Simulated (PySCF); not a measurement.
**Electron correlation in I³⁺ (iodine, charge +3)**

[Kr] 4d10 5s2 5p2, high-spin 3P determinant. Computed with PySCF 2.14 in aug-cc-pVTZ-DK3 (8s7p5d2f, 68 functions), with scalar relativity by spin-free X2C-1e. Frozen: [Kr] 4d10; 4 electrons correlated.

```csv
level,correlation energy (mhartree)
CCSD,-62.57
(T),-1.17
CCSD(T),-63.74
```

Diagnostics: T1 = 0.0056, D1 = 0.0147, largest double amplitude 0.089.

Cost of the coupled-cluster step: about 1.6 core-seconds, for 4 correlated electrons.

Iterations:

```
CC2 = 0
CCSD nocc = (np.int64(3), np.int64(1)), nmo = (45, 45)
frozen orbitals [[0, 1, 2, 3, 4, 5, 6, 7, 8, 9, 10, 11, 12, 13, 14, 15, 16, 17, 18, 19, 20, 21, 22], [0, 1, 2, 3, 4, 5, 6, 7, 8, 9, 10, 11, 12, 13, 14, 15, 16, 17, 18, 19, 20, 21, 22]]
max_cycle = 100
direct = 0
conv_tol = 1e-08
conv_tol_normt = 1e-06
diis_space = 8
diis_start_cycle = 0
Init t2, MP2 energy = -0.0492425748685994
Init E_corr(UCCSD) = -0.0492425748756076
cycle = 1  E_corr(UCCSD) = -0.0590126222416356  dE = -0.00977004737  norm(t1,t2) = 0.036414
cycle = 2  E_corr(UCCSD) = -0.0613949300614527  dE = -0.00238230782  norm(t1,t2) = 0.0124691
cycle = 3  E_corr(UCCSD) = -0.0625812577712893  dE = -0.00118632771  norm(t1,t2) = 0.00510885
cycle = 4  E_corr(UCCSD) = -0.0625618219668695  dE = 1.94358044e-05  norm(t1,t2) = 0.000706694
cycle = 5  E_corr(UCCSD) = -0.062565847148109  dE = -4.02518124e-06  norm(t1,t2) = 8.64403e-05
cycle = 6  E_corr(UCCSD) = -0.0625651862145551  dE = 6.60933554e-07  norm(t1,t2) = 1.32644e-05
cycle = 7  E_corr(UCCSD) = -0.0625654666248833  dE = -2.80410328e-07  norm(t1,t2) = 1.71491e-06
cycle = 8  E_corr(UCCSD) = -0.0625653923324315  dE = 7.42924519e-08  norm(t1,t2) = 2.77974e-07
cycle = 9  E_corr(UCCSD) = -0.0625653967567969  dE = -4.4243654e-09  norm(t1,t2) = 4.92491e-08
UCCSD converged
E(UCCSD) = -7110.3459524034  E_corr = -0.06256539675679687
UCCSD(T) correction = -0.00116757462483468
```
